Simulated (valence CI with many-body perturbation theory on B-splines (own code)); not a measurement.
## Which ion has this spectrum?

A relativistic CI+MBPT calculation for an atom or ion with 15 electrons gives these levels (cm⁻¹):

```csv
J,Parity,E,g
3/2,odd,0,1.37
3/2,odd,1058627,1.45
5/2,odd,1135348,1.19
1/2,odd,1230960,0.65
3/2,even,1440781,0.78
5/2,even,1764880,1.23
5/2,even,2110209,1.45
1/2,even,2294161,2.13
3/2,even,2294934,1.15
3/2,odd,2301146,1.29
5/2,even,2489507,0.96
3/2,even,2504089,0.92
1/2,even,2506705,0.21
7/2,even,2565855,1.05
```

The energies are calculated, and their last digits are not significant.

Question: Which is it?
A. Pm46+
B. Gd49+
C. Pr44+
D. Sm47+

Answer: A. Pm46+, ground level (3s^2 3p1/2^2 3p3/2) J=3/2.
